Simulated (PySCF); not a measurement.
Molecule: trans-1,4-dimethylcyclohexane (C1[C@H](C)CC[C@@H](C)C1, C8H16).

Bonds (- single, = double, # triple, : aromatic): C1-C2, C2-C3, C3-C4, C4-C5, C5-C6, C5-C7, C7-C8, C8-C2. C1 carries H9, H10, H11; C2 carries H12; C3 carries H13, H14; C4 carries H15, H16; C5 carries H17; C6 carries H18, H19, H20; C7 carries H21, H22; C8 carries H23, H24. Stereochemistry as in C[C@H]1CC[C@H](C)CC1. H13, H15, H22, H23 are cis to C1 on the ring; H14, H16, H21, H24 are trans to C1 on the ring.

Geometry PBE0-D3(BJ)/def2-SVP throughout; GIAO in PySCF 2.14.0 with density-fitted response routines, gas phase, one conformer, non-relativistic; equivalent atoms averaged; basis pcSseg-1.

Problem. How do the absolute shieldings σ depend on the functional? (ppm; last column core-seconds on 1 thread of an Arm Neoverse V1, shared host; the GGAs took longer than the global hybrids here, which isn't the general rule, and the cause wasn't traced)

Solution. 
| functional | kind | C3/C4/C7/C8 | C2/C5 | C1/C6 | H14/H15/H22/H24 | H9/H10/H11/H18/H19/H20 | H12/H17 | H13/H16/H21/H23 | core-s |
| --- | --- | --- | --- | --- | --- | --- | --- | --- | --- |
| HF | Hartree–Fock | 158.1 | 162.1 | 167.6 | 30.39 | 30.76 | 31.02 | 31.07 | 19 |
| OPBE | GGA | 148.9 | 151.7 | 161.2 | 29.67 | 30.34 | 30.15 | 30.37 | 60 |
| KT3 | GGA | 144.2 | 146.3 | 157.8 | 29.72 | 30.42 | 30.24 | 30.44 | 56 |
| B97-D | GGA | 140.2 | 142.6 | 154.1 | 29.79 | 30.47 | 30.33 | 30.52 | 59 |
| B3LYP | global hybrid | 140.3 | 143.0 | 154.1 | 29.84 | 30.46 | 30.41 | 30.57 | 34 |
| PBE0 | global hybrid | 147.3 | 150.4 | 160.0 | 29.75 | 30.36 | 30.31 | 30.49 | 44 |
| WP04 | global hybrid | 135.2 | 136.2 | 147.6 | 30.18 | 30.69 | 30.59 | 30.76 | 38 |
| B97-2 | global hybrid | 146.8 | 149.7 | 159.3 | 29.86 | 30.46 | 30.40 | 30.57 | 41 |
| BHandHLYP | global hybrid | 147.5 | 150.7 | 159.6 | 30.00 | 30.53 | 30.58 | 30.71 | 36 |

Problem. Which nucleus moves most, in ppm?

Solution. C2/C5 (sp3 CH in a ring): from 136.2 ppm with WP04 to 162.1 ppm with HF. The smallest spread is 0.42 ppm, at H9/H10/H11/H18/H19/H20. Proton shifts span only some 12 ppm, so a few tenths of a ppm matter as much there as several ppm in carbon.
